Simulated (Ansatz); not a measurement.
`C1[O][AlH][S]1`, relaxed with RKS PBE-D4/def2-SVP in the Gaussian-basis code of Ansatz from a rough embedded geometry. The force threshold is 0.03 eV/Å; the program also tests the step.

The species carries charge 0 and has multiplicity 1.

Start:

```xyz
7

C    -0.198   -0.196   -0.881
O     1.019   -0.297   -0.288
Al    0.578    0.586    1.258
S    -1.236    0.890    0.099
H    -0.723   -1.176   -1.001
H    -0.073    0.221   -1.974
H     0.632   -0.029    2.787
```

How much energy does the relaxation release, and in how many steps? (An estimate is asked.)

Ansatz gave: 68.67 kJ/mol, in 5 steps, 1 of them rejected.

Which bonds change most? (Estimate.)

The calculation gave: C1–S4 from 1.794 to 1.914 Å; O2–Al3 from 1.834 to 1.760 Å; Al3–H7 from 1.649 to 1.582 Å; C1–H6 from 1.176 to 1.112 Å.

Give the relaxed structure. (An estimate is asked.)

Computed: 
```xyz
7

C    -0.189   -0.214   -0.942
O     0.904   -0.565   -0.131
Al    0.333    0.259    1.315
S    -1.390    0.840    0.112
H    -0.756   -1.103   -1.295
H     0.114    0.407   -1.813
H     0.983    0.377    2.753
```
